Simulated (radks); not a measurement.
Results of a calculation; reference values are marked as such.
Problem. Re4+, 71 electrons, occupied as [Xe] 4f14 5d3. Level of theory: Dirac Kohn-Sham, PBE, spin-unpolarised, spherical densities, point nucleus; open shells fill j = l - 1/2 first (a radial shooting solver on a logarithmic mesh with Libxc functionals).

Spin-orbit splittings of the eigenvalues, e(l+1/2) - e(l-1/2), with zeta = 2 splitting/(2l+1) and mean radii in bohr:

| shell | occ. | splitting (eV) | zeta (eV) | <r> j=l-1/2 | <r> j=l+1/2 |
|---|---|---|---|---|---|
| 2p | 6 | 1440 | 959.9 | 0.06246 | 0.07054 |
| 3p | 6 | 312.7 | 208.5 | 0.1870 | 0.2019 |
| 3d | 10 | 67.87 | 27.15 | 0.1765 | 0.1811 |
| 4p | 6 | 72.95 | 48.63 | 0.4450 | 0.4784 |
| 4d | 10 | 13.48 | 5.391 | 0.4934 | 0.5047 |
| 4f | 14 | 2.518 | 0.7195 | 0.5742 | 0.5828 |
| 5p | 6 | 11.35 | 7.568 | 1.122 | 1.213 |
| 5d | 3 | ? | ? | 1.580 | 1.618 |
| 5f | 0 | 0.04830 | 0.01380 | 3.295 | 3.310 |
| 6p | 0 | 2.002 | 1.334 | 2.710 | 2.874 |

Estimate the 5d splitting.

Solution. 1.231 eV (zeta = 0.4926 eV).
